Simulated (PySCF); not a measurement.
**[Tl(NH2)2]+ at several levels of theory**

Computed with PySCF 2.14.0 (density fitting, no spin-orbit coupling) at the geometry relaxed with BP86:

```xyz
7
[Tl(NH2)2]+ (singlet)
Tl    0.0000    0.0000   -0.0589
N     2.0467    0.1430    0.2174
H     2.4234   -0.8067    0.4020
H     2.4822    0.4751   -0.6631
N    -2.0467   -0.1430    0.2174
H    -2.4234    0.8067    0.4020
H    -2.4822   -0.4751   -0.6631
```

```
 level                                           basis    state  HOMO (eV)  gap (eV)  charge on Tl1 (e)  dipole about the centre of mass (D)  largest force component (eV/Å)
  BP86  Tl def2-SVP with ECP60, N def2-SVP, H def2-SVP  singlet     -11.99      3.20               0.71                                 1.78                            0.02
    HF                                        the same  singlet     -16.16     11.87               1.05                                 2.37                            1.26
 M06-L                                        the same  singlet     -12.00      3.61               0.92                                 1.93                            0.45
r2SCAN                                        the same  singlet     -12.15      3.61               0.79                                 1.88                            0.35
 wB97X                                        the same  singlet     -15.46      9.74               0.83                                 2.11                            0.68
  BP86       Tl x2c-SVPall, N x2c-SVPall, H x2c-SVPall  singlet     -11.97      3.21               0.76                                 1.78                            0.44
```

Charges are Mulliken's, which hang on the basis. The relaxation used the grid (50, 194), these runs (75, 302) or, all-electron (x2c bases, spin-free X2C Hamiltonian), (99, 590).

What does BP86 with Tl def2-TZVP with ECP60, N def2-TZVP, H def2-TZVP give here?

state singlet, HOMO (eV) -12.11, gap (eV) 3.36, charge on Tl1 (e) 0.92, dipole about the centre of mass (D) 1.72, largest force component (eV/Å) 0.23. Time: 8 s on 2 threads of Arm Neoverse V1, with other jobs on the host, from free ions and atoms.

In the first row's basis the gap widens with exact exchange: 3.2 to 3.6 eV for BP86, M06-L, r2SCAN (none); 9.7 to 11.9 eV for wB97X, Hartree–Fock (rising or full at long range).
